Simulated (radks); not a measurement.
The numbers below are computed, except where a source is named.
Problem. Valence configurations of the neodymium ion Nd3+ (all share [Xe]). Level of theory: Dirac Kohn-Sham, PBE, spin-unpolarised, spherical densities, finite nucleus; open shells fill j = l - 1/2 first; Fermi nuclear charge, rms radius 4.9123 fm (a radial shooting solver on a logarithmic mesh with Libxc functionals). Order these by energy: 5d1 6s2; 4f2 6p1; 4f2.5 6s0.5; 5d1 6s1 6p1; 4f1 6s2; 4f2 5d1; 4f0.5 5d2 6s0.5; 4f2 6s1; 4f3.

Solution. From the lowest, in eV above it: 4f3 0.000; 4f2.5 6s0.5 5.657; 4f2 5d1 9.029; 4f2 6s1 13.248; 4f2 6p1 17.876; 4f1 6s2 34.821; 4f0.5 5d2 6s0.5 35.606; 5d1 6s2 57.553; 5d1 6s1 6p1 62.757. NIST lists [Xe] 4f3 as the ground configuration; this level of theory agrees among the configurations tried. The energies are those of spherical spin-averaged densities, not of single terms.
